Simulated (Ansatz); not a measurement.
Computed with Ansatz on PBE0-D4/def2-TZVP structures; ΔE is electronic, products minus reactants. CCSD(T)/CBS is the MP2 limit (def2-TZVPP, def2-QZVPP) plus CCSD(T) − MP2 in def2-TZVPP, frozen cores. DFT in def2-TZVPP. B3LYP here is the variant with VWN-RPA as its local correlation; programs differ in this. One conformer a species, not always the lowest.

Reaction (redistribution): `B[SiH](O)OC` + `FC1=C[SiH2]O1` → `CO[SiH](O)F` + `BC1=C[SiH2]O1`

CCSD(T)/CBS gives -2.80 eV.

Question: Another level gave -2.43 eV. Which?
A. B3LYP-D4/def2-TZVPP
B. MP2/def2-TZVPP
C. PBE/def2-TZVPP
D. PBE0-D4/def2-TZVPP

Answer: C. PBE -2.43, B3LYP-D4 -2.68, MP2/def2-TZVPP -2.83, PBE0-D4 -2.51 eV.

Largest T1 diagnostic among the species: 0.014.

From PBE to PBE0 (25 % exact exchange), in def2-TZVPP and without D4, ΔE moves by −0.07 eV.
